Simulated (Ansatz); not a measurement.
Ansatz (a quantum-chemistry and plane-wave program) input (X2C-CCSD(T)/cc-pVTZ-DK):

Ansatz 0.2 input:
```yaml
crystal:
  periodic: [false, false, false]
  atoms:
    - {symbol: C, position_ang: [-1.60582697, -1.02727138, 0.44739411]}
    - {symbol: C, position_ang: [-1.80447749, 0.51043250, 0.56342512]}
    - {symbol: C, position_ang: [-0.47463918, 1.08763206, 0.18295286]}
    - {symbol: C, position_ang: [0.41342673, 0.06265570, -0.12254029]}
    - {symbol: C, position_ang: [-0.18079215, -1.18696407, 0.01131794]}
    - {symbol: C, position_ang: [1.76763723, 0.26788917, -0.52393026]}
    - {symbol: N, position_ang: [2.86034760, 0.43349175, -0.84781121]}
    - {symbol: H, position_ang: [-2.29608539, -1.47589989, -0.27367452]}
    - {symbol: H, position_ang: [-1.79137476, -1.53683537, 1.39796277]}
    - {symbol: H, position_ang: [-2.09461610, 0.81047977, 1.57508486]}
    - {symbol: H, position_ang: [-2.59932673, 0.87141524, -0.09655242]}
    - {symbol: H, position_ang: [-0.24238715, 2.14065299, 0.15121527]}
    - {symbol: H, position_ang: [0.30938786, -2.13049889, -0.17107438]}
basis:
  gaussian:
    orbitals: cc-pVTZ-DK
magnetization: {spin_polarized: true, initial_magnetization: 1}
correlation: {method: ccsd_t, electrons: outside_noble_gas}
```

Output:

```
Functional definition: HF
integrals: 4.24 GiB planned
1702 factors; integrals over basis functions are off by at most 1.3e-3 eV
1.46 GiB of device memory are held for the factors and their scratch space
mean field: 1.67 GiB planned
mean field evaluation 1: about -7758.6907 eV, gradient 2.9e1 eV
mean field evaluation 2: about -7758.6948 eV, gradient 2.9e1 eV
mean field evaluation 4: about -7763.5704 eV, gradient 5.9e0 eV
mean field evaluation 8: about -7764.0087 eV, gradient 4.9e-1 eV
mean field evaluation 16: about -7764.0404 eV, gradient 2.5e-2 eV
mean field evaluation 32: about -7764.0365 eV, gradient 1.7e-1 eV
mean field evaluation 64: about -7759.5935 eV, gradient 6.0e-4 eV
mean field -7764.04042874 eV, -285.3232231006 hartree, gradient 1.2e-6 eV, S^2 1.067823; 2 other end points of the search recorded, 0 dependent functions left out
7 core orbitals not correlated
reference -7764.04042874 eV, -285.3232231006 hartree; 18, 17 occupied and 269, 270 virtual orbitals, 1702 factors
second order -29.69931926 eV of doubles, -0.00000000 eV of singles
coupled cluster: 31.56 GiB planned
cycle   1  -29.88859658 eV  change   -1.9e-1 eV  update   1.4e-1
cycle   2  -30.81104224 eV  change   -9.2e-1 eV  update   5.2e-2
cycle   3  -31.09757941 eV  change   -2.9e-1 eV  update   3.8e-2
cycle   4  -31.12058899 eV  change   -2.3e-2 eV  update   1.9e-2
cycle   5  -31.13147877 eV  change   -1.1e-2 eV  update   8.9e-3
cycle   6  -31.13395264 eV  change   -2.5e-3 eV  update   2.7e-3
cycle   7  -31.13421585 eV  change   -2.6e-4 eV  update   9.5e-4
cycle   8  -31.13451859 eV  change   -3.0e-4 eV  update   3.5e-4
cycle   9  -31.13449523 eV  change    2.3e-5 eV  update   1.5e-4
cycle  10  -31.13441366 eV  change    8.2e-5 eV  update   6.3e-5
cycle  11  -31.13447204 eV  change   -5.8e-5 eV  update   2.9e-5
cycle  12  -31.13448223 eV  change   -1.0e-5 eV  update   1.1e-5
coupled cluster: 31.56 GiB planned
perturbative correction -1.55476870 eV, -0.0571366959 hartree
Total energy: -7796.72967967 eV, -286.5245309149 hartree
Relativity: scalar
```

It need not be the lowest isomer of its formula.

The determinant is spin-contaminated: <S^2> is 1.07 against 0.75 for a pure state.
